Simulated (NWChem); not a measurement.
# Si$_{2}$N$_{2}$H$_{8}$O; SMILES N[SiH](N)O[SiH3]

```xyz
13

N      1.0337    -1.8684     0.6187
Si     0.0279    -0.9658    -0.4577
N     -1.5442    -0.9661     0.2811
O      0.3853     0.6684    -0.6915
Si     0.0782     2.0218     0.2470
H      1.0746    -1.6186     1.6098
H      1.9346    -2.2206     0.2890
H      0.2269    -1.5764    -1.8125
H     -1.9229    -1.8477     0.6349
H     -2.2867    -0.3875    -0.1191
H     -1.3721     2.4245     0.1698
H      0.4348     1.7877     1.6930
H      0.9165     3.1498    -0.2825
```
Atoms are numbered in this order, from 1.

Results from NWChem. Pople sets run with spherical d functions. Geometry: optimised at PBE-D3(BJ)/def2-SVP. Level TPSS/6-31G*: single points from the atomic guess with DIIS by default; each run changes one setting, and all converged runs end within 0.3 mHa of each other. NWChem's automatic level shift, which a small gap switches on, acted in some of these runs.

```tsv
setting	SCF iterations
defaults	9
no level shifting	9
70 % damping for 30 cycles	31
level shift of 0.5 Ha throughout	13
core-Hamiltonian guess	22
DIIS on 3 Fock matrices	10
```
